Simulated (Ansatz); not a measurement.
`CN[SiH2]N` + `O[SiH](F)F` → `C[Si](O)(F)F` + `N[SiH2]N`  (formal exchange of groups at a C–N bond)

Program: Ansatz. Geometries: PBE0-D4/def2-TZVP. ΔE: electronic, gas phase. CBS: MP2 limit from def2 TZ/QZ plus the TZ coupled-cluster correction, frozen cores. This one scheme is used for every species. Functionals use def2-TZVPP. B3LYP here is the variant with VWN-RPA as its local correlation; programs differ in this. HSE06 is defined as in plane-wave codes. Each species was taken in one conformer, which may not be the lowest.

`CN[SiH2]N`:

```xyz
12

C     1.232   -1.488   -0.072
N     0.340   -0.498    0.487
Si   -0.746    0.474   -0.406
N    -1.027    1.913    0.477
H     2.191   -1.502    0.456
H     1.439   -1.241   -1.115
H     0.822   -2.506   -0.052
H     0.160   -0.616    1.471
H    -2.122   -0.063   -0.635
H    -0.088    0.602   -1.741
H    -1.919    2.374    0.428
H    -0.282    2.551    0.702
```

`O[SiH](F)F`:

Z-matrix (Å, degrees):
```
Si
F 1 1.584
F 1 1.584 2 105.5
O 1 1.614 2 111.2 3 -120.7
H 1 1.463 2 110.2 3 118.9
H 4 0.958 1 120.9 2 58.5
```

`C[Si](O)(F)F`:

Cartesian coordinates in Å:
```
C 1.197 0.177 -0.342
Si -0.457 -0.060 0.406
O -1.565 -0.265 -0.759
F -0.467 -1.307 1.392
F -0.854 1.177 1.323
H 1.474 -0.693 -0.941
H 1.201 1.055 -0.991
H 1.953 0.317 0.433
H -2.483 -0.401 -0.522
```

`N[SiH2]N`:

Z-matrix (Å, degrees):
```
Si
N 1 1.711
N 1 1.711 2 108.5
H 1 1.493 2 103.5 3 -125.0
H 1 1.493 2 117.1 3 116.6
H 2 1.006 1 120.5 3 150.7
H 2 1.007 1 121.6 3 -58.1
H 3 1.006 1 120.5 2 150.7
H 3 1.007 1 121.6 2 -58.1
```

| level | ΔE (kJ/mol) | difference from CCSD(T)/CBS |
| --- | --- | --- |
| PBE-D4 | -96.7 | 2.0 |
| revPBE-D4 | -94.9 | 3.8 |
| BLYP-D4 | -93.3 | 5.4 |
| r2SCAN-D4 | -103.5 | -4.8 |
| B97M-V | -105.7 | -7.0 |
| B3LYP-D4 | -95.4 | 3.3 |
| r2SCAN0-D4 | -103.3 | -4.6 |
| HSE06-D4 | -98.5 | 0.2 |
| BHLYP-D4 | -96.5 | 2.2 |
| CAM-B3LYP-D4 | -96.0 | 2.7 |
| ωB97X-V | -96.0 | 2.7 |
| ωB97M-V | -100.7 | -2.0 |
| B2PLYP | -96.2 | 2.5 |
| PBE-QIDH | -99.1 | -0.4 |
| PBE | -96.5 | 2.2 |
| revPBE | -96.0 | 2.7 |
| BLYP | -92.8 | 5.9 |
| r2SCAN | -103.7 | -5.0 |
| PBE0 | -98.5 | 0.2 |
| B3LYP | -94.9 | 3.8 |
| r2SCANh | -103.6 | -4.9 |
| r2SCAN0 | -103.4 | -4.7 |
| BHLYP | -95.9 | 2.8 |
| CAM-B3LYP | -95.9 | 2.8 |
| LC-ωPBE | -100.4 | -1.7 |
| RPA@PBE/def2-TZVPP | -87.9 | 10.8 |
| HF/def2-SVP | -82.5 | 16.2 |
| MP2/def2-SVP | -83.5 | 15.2 |
| CCSD/def2-SVP | -79.5 | 19.2 |
| CCSD(T)/def2-SVP | -78.6 | 20.1 |
| HF/def2-TZVPP | -91.7 | 7.0 |
| SCS-MP2/def2-TZVPP | -92.9 | 5.8 |
| CCSD/def2-TZVPP | -96.0 | 2.7 |
| CCSD(T)/def2-TZVPP | -96.1 | 2.6 |
| HF/def2-QZVPP | -91.1 | 7.6 |
| MP2/def2-QZVPP | -99.6 | -0.9 |
| SCS-MP2/def2-QZVPP | -94.4 | 4.3 |
| HF/CBS(def2) | -91.0 | 7.7 |
| MP2/CBS(def2) | -101.0 | -2.3 |
| CCSD/CBS(def2) | -98.6 | 0.1 |
| CCSD(T)/CBS | -98.7 | 0 |

Largest T1 diagnostic among the species: 0.011.

Leaving LDA and LC-ωPBE aside and taking each functional with its dispersion term where it has one, the values spread over 12.3 kJ/mol, from B97M-V to BLYP-D4. In def2-TZVPP, CCSD(T) changes the Hartree–Fock value by −4.3 kJ/mol (the triples alone add −0.0 kJ/mol) and MP2 by −6.6 kJ/mol.
